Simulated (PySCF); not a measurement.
## Nb (niobium, neutral) across methods

[Kr] 4d3 5s2, high-spin 4F determinant (an excited configuration). Calculation: PySCF 2.14, in x2c-QZVPPall (13s8p7d3f2g, 111 functions); scalar relativity by spin-free X2C-1e.

```json
{"method": "TPSS", "E (hartree)": "-3819.21", "mean ε 4d α (eV)": "-5.622", "mean ε 5s α (eV)": "-4.984", "mean ε 5s β (eV)": "-4.045", "Σ⟨r²⟩ (bohr²)": "63.57", "⟨S²⟩": "3.758"}
{"method": "r2SCAN", "E (hartree)": "-3819.36", "mean ε 4d α (eV)": "-6.045", "mean ε 5s α (eV)": "-5.172", "mean ε 5s β (eV)": "-4.172", "Σ⟨r²⟩ (bohr²)": "63.91", "⟨S²⟩": "3.779"}
{"method": "M06", "E (hartree)": "-3819.38", "mean ε 4d α (eV)": "-6.439", "mean ε 5s α (eV)": "-5.234", "mean ε 5s β (eV)": "-5.056", "Σ⟨r²⟩ (bohr²)": "62.49", "⟨S²⟩": "3.751"}
{"method": "PBE0", "E (hartree)": "-3819.04", "mean ε 4d α (eV)": "-6.873", "mean ε 5s α (eV)": "-5.571", "mean ε 5s β (eV)": "-4.682", "Σ⟨r²⟩ (bohr²)": "63.50", "⟨S²⟩": "3.759"}
{"method": "PBE", "E (hartree)": "-3818.97", "mean ε 4d α (eV)": "-5.504", "mean ε 5s α (eV)": "-4.980", "mean ε 5s β (eV)": "-4.120", "Σ⟨r²⟩ (bohr²)": "63.46", "⟨S²⟩": "3.757"}
{"method": "TPSSh", "E (hartree)": "-3819.21", "mean ε 4d α (eV)": "-6.153", "mean ε 5s α (eV)": "-5.221", "mean ε 5s β (eV)": "-4.276", "Σ⟨r²⟩ (bohr²)": "63.57", "⟨S²⟩": "3.759"}
{"method": "UHF", "E (hartree)": "-3817.25190", "mean ε 4d α (eV)": "-10.629", "mean ε 5s α (eV)": "-6.793", "mean ε 5s β (eV)": "-5.483", "Σ⟨r²⟩ (bohr²)": "66.50", "⟨S²⟩": "3.776"}
{"method": "LDA", "E (hartree)": "-3814.77", "mean ε 4d α (eV)": "-5.472", "mean ε 5s α (eV)": "-5.172", "mean ε 5s β (eV)": "-4.347", "Σ⟨r²⟩ (bohr²)": "62.96", "⟨S²⟩": "3.756"}
```
